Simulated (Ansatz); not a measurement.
Geometry optimisation, UKS PBE-D4/def2-SVP (Ansatz 0.2.0).

The input (input.yaml):

```yaml
crystal:
  periodic: [false, false, false]
  atoms:
    - { symbol: Zn, position_ang: [0.026823, -0.096613, -0.054154] }
    - { symbol: Cl, position_ang: [0.01606, -0.057848, 2.148873] }
    - { symbol: O, position_ang: [-0.002105, 0.007583, -1.829246] }
    - { symbol: H, position_ang: [0.234452, -0.844468, -2.242088] }
    - { symbol: Cl, position_ang: [-0.020529, 0.073945, 5.379515] }
magnetization:
  spin_polarized: true
  initial_magnetization: 1
basis:
  gaussian: { orbitals: def2-SVP }
hamiltonian:
  xc: pbe
  dispersion: d4
relax:
  f_tol: 0.03
  max_steps: 50
output:
  orbitals: {}
```

Run as:

```bash
$ ansatz run input.yaml --threads 4 --pin off --max-ram 5120MiB --backend cpu --events-out ev --progress --plain --runs-dir out
```

Where does it end, and by what steps?

It converged. After 26 steps the energy has fallen by 1.238 eV; Cl5 moved furthest, 2.94 Å. Joined: Zn1–Cl5 (5.44 → 2.21 Å).

| step | energy less start (eV) | largest force component (eV/Å) | accepted |
| --- | --- | --- | --- |
| 0 | 0.0000 | 1.138 | yes |
| 1 | -0.0539 | 0.405 | yes |
| 2 | -0.0744 | 0.360 | yes |
| 3 | -0.1148 | 0.405 | yes |
| 4 | -0.1257 | 0.212 | yes |
| 5 | -0.1791 | 0.179 | yes |
| 6 | -0.2252 | 0.129 | yes |
| 7 | -0.2661 | 0.166 | yes |
| 8 | -0.3037 | 0.194 | yes |
| 9 | -0.3379 | 0.168 | yes |
| 10 | -0.3704 | 0.148 | yes |
| 11 | -0.4057 | 0.150 | yes |
| 12 | -0.4508 | 0.203 | yes |
| 13 | -0.5164 | 0.300 | yes |
| 14 | -0.6263 | 0.461 | yes |
| 15 | -0.7965 | 0.633 | yes |
| 16 | -1.0106 | 0.622 | yes |
| 17 | -1.1285 | 0.481 | yes |
| 18 | -1.0542 | 1.639 | no |
| 19 | -1.1654 | 0.365 | yes |
| 20 | -1.1853 | 0.542 | yes |
| 21 | -1.1956 | 0.386 | yes |
| 22 | -1.2143 | 0.422 | yes |
| 23 | -1.2259 | 0.167 | yes |
| 24 | -1.2355 | 0.074 | yes |
| 25 | -1.2379 | 0.036 | yes |
| 26 | -1.2384 | 0.016 | yes |

```xyz
5
Properties=species:S:1:pos:R:3
Zn -0.064 -0.221 0.908
Cl 0.412 -1.983 2.160
O -0.408 -0.007 -0.884
H 0.394 0.140 -1.423
Cl -0.079 1.153 2.641
```

Run time: 59 s on 4 threads of Arm Neoverse V1, with other jobs on the host, peak memory 0.22 GiB.
